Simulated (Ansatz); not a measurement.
(1) Predict a relaxed structure of Sr₆Te₆, charge 0, singlet, at PBE0-D4/def2-SVP (Ansatz).

Results:

(1) 
```xyz
12

Sr   -2.4317   -2.1304    4.3396
Sr   -0.7413    5.3974   -1.2264
Sr    3.1942   -3.2155   -3.1594
Sr    2.2409    2.0273   -4.5042
Sr   -3.2682    3.2258    3.0807
Sr    1.0084   -5.3017    1.4982
Te    3.3292   -0.7653   -4.9317
Te   -2.3203    5.5256    1.3544
Te    0.9350    4.6098   -3.6189
Te    2.7016   -5.2875   -1.0094
Te   -3.8597    0.5380    4.3386
Te   -0.7882   -4.6235    3.8386
```
 This is one stationary point.

In the def2 sets Sr, Te take a core potential; there is no spin–orbit coupling. The structure comes from a short search, and lower isomers may exist.
